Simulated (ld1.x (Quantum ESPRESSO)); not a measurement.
## Cutoff test, Cr (Z = 24), RRKJ

```
Element                 : chromium
Generator               : ld1.x (Quantum ESPRESSO) 7.5
Type                    : norm-conserving RRKJ (Kleinman–Bylander form)
Functional              : LDA (PZ)
Relativity              : fully relativistic
Frozen core             : [Ne] 3s2
Valence charge          : 12
Reference configuration : 3p6 3d5 4s1 4p0
Partial waves           : 3p (bound): rc 0.80 bohr; 3d (bound): rc 2.05 bohr; 4s (bound): rc 2.20 bohr
Local potential         : the s channel
Core correction         : none
rho0                    : 0.02
```

Open shells are filled in proportion to 2j + 1 (rel_dist='average').

The pseudo-atom Hamiltonian at the reference potential is diagonalised in spherical Bessel functions j_l(qr) that vanish at 20 bohr, with q² up to the cutoff. All-electron valence levels (Ry): 3p1/2 -3.3828, 4p1/2 -0.0809, 3p3/2 -3.3074, 4p3/2 -0.0789, 3d3/2 -0.2336, 3d5/2 -0.2279, 4s -0.3086.

Problem. How do the lowest levels (Ry) of each channel move with the cutoff, and are there ghosts?

Solution.

```tsv
cutoff (Ry)	p1/2 #1	p1/2 #2	p3/2 #1	p3/2 #2	p3/2 #3	d3/2 #1	d3/2 #2	d5/2 #1	d5/2 #2	s #1	f #1	f #2	Σ f·Δε (mRy)
8	-0.5958	-0.0059	-0.6147	-0.0067	0.0824	0.0529	0.1330	0.0529	0.1330	-0.3062	0.1076	0.2304	17763.1
18	-2.4775	-0.0488	-2.4616	-0.0483	0.0597	0.0502	0.1216	0.0502	0.1215	-0.3084	0.1076	0.2304	6596.2
30	-3.2143	-0.0533	-3.1541	-0.0526	0.0582	-0.1716	0.0583	-0.1668	0.0583	-0.3085	0.1076	0.2304	1258.5
50	-3.3002	-0.0539	-3.2294	-0.0532	0.0580	-0.2332	0.0575	-0.2275	0.0576	-0.3085	0.1076	0.2304	479.9
80	-3.3232	-0.0541	-3.2528	-0.0533	0.0579	-0.2336	0.0575	-0.2278	0.0575	-0.3086	0.1076	0.2304	338.5
120	-3.3638	-0.0543	-3.2904	-0.0535	0.0579	-0.2336	0.0575	-0.2279	0.0575	-0.3086	0.1076	0.2304	106.7
180	-3.3808	-0.0544	-3.3055	-0.0536	0.0578	-0.2336	0.0575	-0.2279	0.0575	-0.3086	0.1076	0.2304	12.2
300	-3.3828	-0.0544	-3.3074	-0.0536	0.0578	-0.2336	0.0575	-0.2279	0.0575	-0.3086	0.1076	0.2304	0.5
400	-3.3829	-0.0544	-3.3075	-0.0536	0.0578	-0.2336	0.0575	-0.2279	0.0575	-0.3086	0.1076	0.2304	0.0
```

Result: no extra level below or beside the all-electron valence levels (p1/2, p3/2, d3/2, d5/2, s, f tested); 10 mRy is reached at 200 Ry and 1 mRy at 230 Ry.

Its largest configuration-test error is -720 meV.
